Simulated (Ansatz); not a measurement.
Consider the ligand exchange at the Si–F bond: `F[SiH](F)F` + `O[SiH2]F` → `F[SiH2]O[SiH](F)F` + H–F.

Program: Ansatz. Geometries: PBE0-D4/def2-TZVP. ΔE: electronic, gas phase. CCSD(T)/CBS adds triple-zeta CCSD(T) − MP2 to the extrapolated MP2 energy (def2 sets, frozen cores). This one scheme is used for every species. DFT in def2-TZVPP. B3LYP here is the variant with VWN-RPA as its local correlation; programs differ in this. One conformer a species, not always the lowest.

**Question.** Is it downhill or uphill in electronic energy at CCSD(T)/CBS, and by how much? (An estimate is asked.)

**Answer.** Computed: Uphill: ΔE = +18.8 kJ/mol.

**Question.** What do these levels give: PBE0-D4, B3LYP-D4, B3LYP, BHLYP, MP2/def2-SVP, CCSD/def2-TZVPP? (An estimate is asked.)

**Answer.** Computed: PBE0-D4 20.3, B3LYP-D4 19.6, B3LYP 28.3, BHLYP 24.4, MP2/def2-SVP 19.8, CCSD/def2-TZVPP 20.6 kJ/mol.

Largest T1 diagnostic among the species: 0.012.

Leaving LDA and LC-ωPBE aside and taking each functional with its dispersion term where it has one, the values, not all of them listed here, spread over 11.6 kJ/mol, from BHLYP-D4 to B97M-V. LDA lies −3.8 kJ/mol from PBE without D4. From PBE to PBE0 (25 % exact exchange), in def2-TZVPP and without D4, ΔE moves by −4.7 kJ/mol. The D4 term adds −8.7 kJ/mol with B3LYP and −5.0 kJ/mol with PBE0; it sums over pairs of atoms, weighted by their polarisabilities, and B3LYP, whose exchange is more repulsive, gets the larger term.
